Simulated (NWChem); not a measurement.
# GaNH$_{2}$Cl$_{2}$; SMILES [NH2][Ga]([Cl])[Cl]

```xyz
6

Ga     0.2666    -0.0005     0.0000
Cl    -0.8198     0.0003     1.8374
Cl    -0.8198     0.0003    -1.8374
N      2.0555     0.0014     0.0000
H      2.6108    -0.0027    -0.8458
H      2.6108    -0.0027     0.8458
```
Atoms are numbered in this order, from 1.

Computed with NWChem. Structure relaxed at the PBE0/def2-SVP level.

### Question
Predict the results for B97-D/def2-TZVP. Quantities: highest occupied level (eV); orbital gap (eV); dipole (D).

### Answer
The highest occupied level (eV) is -6.64 and the orbital gap (eV) is 4.66. The dipole (D) is 2.72.
